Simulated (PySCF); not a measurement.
# SiBr₂: double against triple zeta

Base calculation in PySCF with density fitting and no spin–orbit coupling, PBE0/def2-SVP (no relativity): singlet, C2v, Si–Br 2.256 Å (×2); Br–Si–Br 102.1°; wavenumbers 124, 414, 418 cm⁻¹; dipole moment 0.87 D, gap between the highest occupied and lowest empty levels 4.42 eV, polar-tensor charge of Si 1.03 e, atomisation energy (no zero-point energy) 740 kJ/mol.

**Question.** What changes on going to PBE0/def2-TZVP (no relativity)?

**Answer.** The point group stays the same. Changes: mean bond to Si -0.007 Å, smallest bond angle -0.1 degrees, highest wavenumber -10 cm⁻¹, lowest wavenumber 0 cm⁻¹, dipole moment -0.01 D, gap between the highest occupied and lowest empty levels +0.04 eV, polar-tensor charge of Si -0.02 e, atomisation energy (no zero-point energy) +10 kJ/mol. The new structure has Si–Br 2.249 Å (×2); Br–Si–Br 102.0°, with wavenumbers 124, 408, 408 cm⁻¹. The larger basis shortens the bonds, as added polarisation functions usually do.

Each species is the lowest minimum found with this bonding; other isomers or fragments can lie lower.
